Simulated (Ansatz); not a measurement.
Species: CH2Br, charge 0, doublet. CH2Br (SMILES [CH2]Br, doublet).
B3LYP-D3(BJ)/def2-TZVP minimum from Ansatz (an electronic-structure program):
```
C
H 1 1.0763
H 1 1.0763 2 124.53
Br 1 1.8555 2 117.73 3 180.00
```
Charge 0, spin multiplicity 2.

Total energies in hartree (Ansatz). UHF or UKS for unpaired electrons; spin-orbit terms are left out. Cores are frozen in correlated methods (noble-gas shells, and filled d and f shells in the p block). No relativity. For partners of very few electrons the exact lower level stands in for a higher one. Spin-orbit terms, left out, reach several kcal/mol for Br and I, and more for heavier atoms.

```tsv
species	HF/cc-pVTZ	CCSD(T)/cc-pVTZ	HF/cc-pVQZ	CCSD(T)/cc-pVQZ	CCSDT(Q)/cc-pVTZ
1: CH2Br (SMILES Br[CH2], doublet)	-2611.45837	-2611.80970	-2611.46403	-2611.84243	-2611.81118
2: C (triplet)	-37.69157	-37.78076	-37.69331	-37.78654	-37.78126
3: Br (doublet)	-2572.44509	-2572.60263	-2572.44802	-2572.62195	-2572.60328
4: H (doublet)	-0.49981	-0.49981	-0.49995	-0.49995	-0.49981
```

### Question
Work out the atomisation energy (electronic, to ground-state atoms) in kcal/mol: take Hartree-Fock from cc-pVQZ, extrapolate the CCSD(T) correlation energy as X^-3 (X = 3, 4), and add CCSDT(Q) - CCSD(T) in cc-pVTZ. 1 hartree = 627.51 kcal/mol.

### Answer

Species 1: correlation (64·(-0.37840) - 27·(-0.35133))/37 = -0.39815; step -0.00148; E1 = -2611.46403 + (-0.39815) + (-0.00148) = -2611.86366
Species 2: correlation (64·(-0.09323) - 27·(-0.08919))/37 = -0.09618; step -0.00050; E2 = -37.69331 + (-0.09618) + (-0.00050) = -37.78999
Species 3: correlation (64·(-0.17393) - 27·(-0.15754))/37 = -0.18589; step -0.00065; E3 = -2572.44802 + (-0.18589) + (-0.00065) = -2572.63456
Species 4: correlation (64·(0.00000) - 27·(0.00000))/37 = 0.00000; step +0.00000; E4 = -0.49995 + (0.00000) + (+0.00000) = -0.49995
-1·E1 +1·E2 +1·E3 +2·E4 = 0.43921 hartree = 275.6 kcal/mol.
